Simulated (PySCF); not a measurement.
**Simulated absorption spectrum**

Species: C₇H₈N₂.
SMILES: `C/N=C/c1cccnc1`

Theory: PySCF 2.14.0, density-fitted response routines, TDDFT PBE0/def2-SVPD, vertical, gas phase, core orbitals frozen in the response. Geometry: GFN2-xTB, one conformer, isolated molecule. Torsions of this conformer, `[CH3:1]/[N:2]=[CH:3]/[c:4]1[cH:5][cH:6][cH:7][n:8][cH:9]1`: N2–C3–C4–C5 1°.

Computed states:

```json
{"state": "S1", "E (eV)": "4.24", "f": "0.0013"}
{"state": "S2", "E (eV)": "4.43", "f": "0.0002"}
{"state": "S3", "E (eV)": "5.00", "f": "0.0027"}
{"state": "S4", "E (eV)": "5.04", "f": "0.269"}
{"state": "S5", "E (eV)": "5.45", "f": "0.208"}
{"state": "S6", "E (eV)": "5.73", "f": "0.0003"}
{"state": "S7", "E (eV)": "6.30", "f": "0.154"}
{"state": "S8", "E (eV)": "6.93", "f": "0.0007"}
```

Broadening: Gaussians 0.4 eV wide at half height, area fixed by f = 4.319×10⁻⁹ ∫ε dν̃. The width is an assumption, not a result. The curve ends short of the highest state used, and states not computed would add to its high-energy end.

(1) What does the envelope look like, and where are its maxima?

(2) On this curve, what absorbance would a 10⁻⁵ mol/L sample give at 266 nm over a 1 cm path?

(3) Coming from long wavelengths, where does ε first pass 100 L mol⁻¹ cm⁻¹?

Results:

(1) 
E (eV), ε (L mol⁻¹ cm⁻¹) and a bar:
```
     3.64          0 
     3.70          1 
     3.77          2 
     3.83          5 
     3.89         10 
     3.95         20 
     4.02         38 
     4.08         57 
     4.14         76 
     4.20         90 
     4.27         95 
     4.33         91 
     4.39         86 
     4.45        103 
     4.52        220 
     4.58        528 #
     4.64       1239 ##
     4.71       2944 #####
     4.77       5430 #########
     4.83       8857 ##############
     4.89      12776 ####################
     4.96      16816 ###########################
     5.02      18781 ##############################
     5.08      18935 ##############################
     5.14      17692 ############################
     5.21      15809 #########################
     5.27      14882 ########################
     5.33      14847 ########################
     5.39      15166 ########################
     5.46      14836 ########################
     5.52      13318 #####################
     5.58      10750 #################
     5.64       7727 ############
     5.71       4530 #######
     5.77       2566 ####
     5.83       1438 ##
     5.89       1082 ##
     5.96       1555 ##
     6.02       2699 ####
     6.08       4469 #######
     6.15       6994 ###########
     6.21       8991 ##############
     6.27      10206 ################
     6.33      10227 ################
```

Maxima: 291 nm (4.26 eV), ε about 95, made up of S1 (90%); 245 nm (5.05 eV), ε about 19000, made up of S4 (94%); 229 nm (5.41 eV), ε about 15000, made up of S4 (11%) and S5 (89%) (hardly more than a shoulder); 197 nm (6.30 eV), ε about 10000, made up of S7 (100%) (ε in L mol⁻¹ cm⁻¹; maxima over ε = 5, shares over 10%).

(2) 266 nm is 4.661 eV, where ε is about 1600 L mol⁻¹ cm⁻¹, so A = ε c l ≈ 0.016 (Beer–Lambert, with the gas-phase spectrum and the assumed width).

(3) At about 279 nm (4.45 eV), 0.20 eV above S1.

Time: 51 s. Hardware: one thread, Arm Neoverse V1, no GPU (shared host).
